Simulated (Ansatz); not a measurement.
Frontier orbitals of `[CH3][Al]([CH3])[GaH2]`.

Total charge 0; spin multiplicity 1. Correlated methods include outer-core shells of Ga, which these sets cover unevenly. Scalar relativity is left out up to krypton. The geometry is a stationary point of PBE0-D4/def2-TZVP. Basis def2-TZVPP, Ansatz.

Orbital energies of one run (eV). Highest occupied ones, from the top: -8.53, -10.09, -10.31, -12.68, -13.26, -13.27, -13.50, -13.62, -14.82, -21.46, -21.76, -25.18, -25.26, -25.40. Empty: -0.19, 0.36, 1.60, 2.82, 3.09, 3.46.

Problem. Which functional gave them?
A. CAM-B3LYP
B. r2SCAN0
C. PBE0
D. ωB97M-V

Solution. D. HOMO energies: ωB97M-V -8.53, r2SCAN0 -6.70, PBE0 -6.55, CAM-B3LYP -7.78 eV.
